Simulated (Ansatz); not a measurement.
`C#C[Si](Cl)(Cl)Cl`, relaxed with RKS PBE0-D4/def2-TZVP in Ansatz from a PBE-D4/def2-SVP geometry. The force threshold is 0.005 eV/Å; the program also tests the step.

Total charge 0; spin multiplicity 1.

Start:

```xyz
7

C    -0.296   -0.024   -2.035
C    -0.120   -0.010   -0.820
Si    0.142    0.012    0.975
Cl    1.089    1.756    1.518
Cl    1.307   -1.593    1.526
Cl   -1.671   -0.104    1.942
H    -0.451   -0.037   -3.106
```

Q: How much energy does the relaxation release, and in how many steps? (Estimate.)

A: Ansatz gave: 1.54 kcal/mol, in 4 steps.

Q: Which bonds change most? (Estimate.)

A: Ansatz gave: Si3–Cl4 from 2.058 to 2.026 Å; Si3–Cl5 from 2.058 to 2.026 Å; Si3–Cl6 from 2.058 to 2.026 Å; C1–C2 from 1.228 to 1.205 Å.

Q: Give the relaxed structure. (Estimate.)

A: The calculation gave: 
```xyz
7

C    -0.292   -0.024   -2.008
C    -0.119   -0.010   -0.816
Si    0.140    0.011    0.965
Cl    1.073    1.729    1.499
Cl    1.288   -1.568    1.507
Cl   -1.645   -0.103    1.916
H    -0.445   -0.036   -3.063
```
